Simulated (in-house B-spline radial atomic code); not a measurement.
Configurations of Eu, with energies counted from [Xe] (4f5/2)6 (4f7/2)1 6s2. Computed with an all-electron radial atomic-structure program (B-spline basis): Dirac-Hartree-Fock, average of each configuration as written, Fermi nucleus of rms radius 5.1115 fm. Energies include first-order Breit, QED and recoil terms.

Occupations are held fixed; configurations that lie above the ionisation limit could autoionise.

```tsv
configuration	E - E(ref) (eV)	highest orbital	its <r> (bohr)
[Xe] (4f5/2)4 (4f7/2)3 6s2	3.975	6s1/2	4.588
[Xe] (4f5/2)2 (4f7/2)5 6s1 (6g9/2)1	9.3766	6g9/2	43.99
[Xe] (4f5/2)1 (4f7/2)5 6s2 (8p1/2)1	9.5182	8p1/2	24.33
[Kr] 4d10 (4f5/2)2 (4f7/2)6 5s2 (5p1/2)1 (5p3/2)4 6s2	32.322	6s1/2	4.615
[Kr] (4d3/2)4 (4d5/2)5 (4f5/2)6 (4f7/2)2 5s2 5p6 6s2	135.59	6s1/2	4.584
[Kr] (4d3/2)4 (4d5/2)5 (4f5/2)6 (4f7/2)1 5s2 5p6 6s2 (6g9/2)1	139.42	6g9/2	43.99
[Kr] (4d3/2)3 (4d5/2)6 (4f5/2)3 (4f7/2)4 5s2 5p6 (5g9/2)1 6s2	153.28	5g9/2	27.49
```

(1) Order these further configurations by energy, lowest first.
A. [Kr] (4d3/2)3 (4d5/2)6 (4f5/2)2 (4f7/2)5 5s2 5p6 6s2 10s1
B. [Xe] (4f5/2)5 (4f7/2)2 6s2
C. [Kr] (4d3/2)4 (4d5/2)5 (4f5/2)6 (4f7/2)1 5s2 5p6 6s2 (6f5/2)1
D. [Xe] (4f5/2)4 (4f7/2)2 6s2 (10p3/2)1
E. [Kr] 4d10 (4f7/2)7 5s2 (5p1/2)1 (5p3/2)4 6s2 (10d3/2)1

(2) How far above the reference does [Kr] 4d10 (4f7/2)7 5s2 (5p1/2)2 (5p3/2)3 6s2 (7g7/2)1 lie?

(3) How far above the reference does [Xe] (4f5/2)2 (4f7/2)4 6s2 (10d3/2)1 lie?

(4) How far above the reference does [Kr] 4d10 (4f5/2)6 (4f7/2)1 5s2 (5p1/2)2 (5p3/2)3 6s2 (6g7/2)1 lie?

Results:

(1) B (2.3523 eV), D (8.4692 eV), E (32.518 eV), C (139.25 eV), A (151.81 eV).

(2) 29.648 eV; its least bound orbital is 7g7/2 with <r> = 63.49 bohr.

(3) 10.364 eV; its least bound orbital is 10d3/2 with <r> = 74.97 bohr.

(4) 25.822 eV; its least bound orbital is 6g7/2 with <r> = 43.99 bohr.
